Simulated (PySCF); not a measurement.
PySCF was given this input:
```python
from pyscf import gto, scf, dft
from pyscf.prop import polarizability

mol = gto.M(
    atom='''
C     1.78991447   -1.10307186    0.05265901
Ge    0.04639809   -0.15158912    0.18556666
C    -1.56585931   -1.04021026    0.94307027
F     0.37931283    1.16066558    1.34760961
Cl   -0.41112826    0.86369707   -1.61043203
H     2.55320922   -0.40579348   -0.28083458
H     1.71953641   -1.91882714   -0.65923802
H     2.07105252   -1.49637176    1.02401214
H    -2.36916300   -0.31358577    1.02525334
H    -1.88614646   -1.85128415    0.29748338
H    -1.34219377   -1.43243356    1.92967298
''',
    basis='6-31g',
    verbose=3,
)

mf = dft.RKS(mol)
mf.xc = 'camb3lyp'
mf.kernel()
alpha = mf.Polarizability().polarizability()[2, 2]
print('alpha_zz =', alpha)
```

Question: What does this run give for the HOMO energy, HOMO-LUMO gap, total energy, dipole moment, number of basis functions, Mulliken (on the basis functions themselves) charges in atom order?

Answer: 
| Property | Value |
|---|---|
| HOMO energy | -10.00 eV |
| HOMO-LUMO gap | 11.13 eV |
| total energy | -2716.6071 Eh |
| dipole moment | 4.15 D |
| number of basis functions | 79 |
| Mulliken (on the basis functions themselves) charges in atom order | C1 -0.67, Ge2 0.89, C3 -0.67, F4 -0.43, Cl5 -0.26, H6 0.20, H7 0.18, H8 0.19, H9 0.20, H10 0.18, H11 0.19 |
